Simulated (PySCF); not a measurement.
Si(F)3(Ph), SMILES F[Si](F)(F)c1ccccc1, singlet, GFN2-xTB optimised geometry.

```
15

F      0.08     1.60     0.00
Si     0.45     0.05     0.00
F      0.04    -0.44    -1.45
F      2.04     0.05     0.00
C     -0.30    -0.95     1.38
C      0.34    -1.07     2.61
C     -0.22    -1.81     3.64
C     -1.44    -2.44     3.45
C     -2.09    -2.33     2.23
C     -1.53    -1.60     1.20
H      1.29    -0.58     2.76
H      0.29    -1.89     4.58
H     -1.88    -3.02     4.25
H     -3.04    -2.83     2.08
H     -2.04    -1.52     0.26
```

Density from PBE0/def2-TZVP run with PySCF 2.14.0 at that geometry.

Minimum of the electron density along straight lines between bonded atoms, close to the bond critical point (lines longer than 1.1 times the sum of covalent radii, or with two minima, are not listed):

| bond | length / Å | ρ at the minimum / e bohr⁻³ | ∇²ρ there / e bohr⁻⁵ | position (fraction from the first atom) |
|---|---|---|---|---|
| F1–Si2 | 1.590 | 0.144 | 1.03 | 0.58 |
| Si2–F3 | 1.588 | 0.144 | 1.04 | 0.42 |
| Si2–F4 | 1.588 | 0.144 | 1.04 | 0.42 |
| Si2–C5 | 1.863 | 0.131 | 0.15 | 0.39 |
| C5–C6 | 1.397 | 0.312 | -0.90 | 0.50 |
| C6–C7 | 1.382 | 0.323 | -0.97 | 0.50 |
| C7–C8 | 1.385 | 0.322 | -0.96 | 0.50 |
| C8–C9 | 1.385 | 0.322 | -0.97 | 0.50 |
| C5–C10 | 1.396 | 0.313 | -0.90 | 0.50 |
| C9–C10 | 1.383 | 0.323 | -0.97 | 0.50 |
| C6–H11 | 1.080 | 0.289 | -1.04 | 0.65 |
| C7–H12 | 1.080 | 0.288 | -1.04 | 0.65 |
| C8–H13 | 1.080 | 0.289 | -1.04 | 0.65 |
| C9–H14 | 1.080 | 0.288 | -1.04 | 0.65 |
| C10–H15 | 1.080 | 0.290 | -1.04 | 0.65 |
